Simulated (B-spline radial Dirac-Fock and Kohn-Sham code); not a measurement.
ΔSCF core binding energies without Breit or QED terms, calculated with an atomic code on a B-spline grid.

A sound run for neutral rubidium, configuration [Kr] 5s1: The ground state converged in 10 iterations, with total energy -2979.80549 Ha, virial ratio 1.97197 and highest orbital energy -3.81 eV. ΔSCF binding energies: K (1s) 15241.3 eV, L3 (2p3/2) 1813.9 eV, M5 (3d5/2) 115.9 eV.

A second run, with one unsound setting: The ground state converged in 10 iterations, with total energy -2958.44578 Ha, virial ratio 1.96139 and highest orbital energy -3.77 eV. ΔSCF binding energies: K (1s) 15291.3 eV, L3 (2p3/2) 1839.7 eV, M5 (3d5/2) 140.6 eV.

```
iter   energy (Ha)        error
   1    -2956.53711672  3.02e+00
   2    -2958.11463794  4.24e-01
   3    -2958.41674799  1.23e-01
   4    -2958.44300583  3.46e-02
   5    -2958.44534900  1.58e-02
   6    -2958.44577715  5.32e-04
   7    -2958.44578120  8.17e-05
   8    -2958.44578129  5.86e-06
   9    -2958.44578129  1.44e-06
  10    -2958.44578129  3.39e-07
```

Question: Which fault fits the second run best?
A. mesh too coarse
B. speed of light below Z
C. functional not served
D. unbound anion

Answer: A. The input had h = 0.9: h is too large to resolve the orbitals.
